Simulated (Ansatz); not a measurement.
The same ligand exchange along the group N, As, Sb.

Isolated molecules relaxed with PBE0-D4/def2-TZVP in Ansatz; ΔE leaves out vibrations. CBS: MP2 limit from def2 TZ/QZ plus the TZ coupled-cluster correction, frozen cores. This one scheme is used for every species. DFT in def2-TZVPP. def2 core potentials past Kr. For As, Ga, Sb outer-core shells are correlated without core-valence functions, which leaves a few kJ/mol of doubt a bond. Scalar relativity is left out up to krypton.

| reaction | CCSD(T)/CBS(def2) (kJ/mol) |
| --- | --- |
| `N[SiH3]` + `[OH][GaH2]` → `[SiH3][O][GaH2]` + NH₃ | -60 |
| `[SiH3][AsH2]` + `[OH][GaH2]` → `[SiH3][O][GaH2]` + `[AsH3]` | -70 |
| `[SiH3][SbH2]` + `[OH][GaH2]` → `[SiH3][O][GaH2]` + `[SbH3]` | ? |

Question: Fill in the missing values. (Estimate.)

Answer: The calculation gave: `[SiH3][SbH2]` + `[OH][GaH2]` → `[SiH3][O][GaH2]` + `[SbH3]`: -62.9 kJ/mol.

Largest T1 diagnostic: 0.015, for `[OH][GaH2]`.
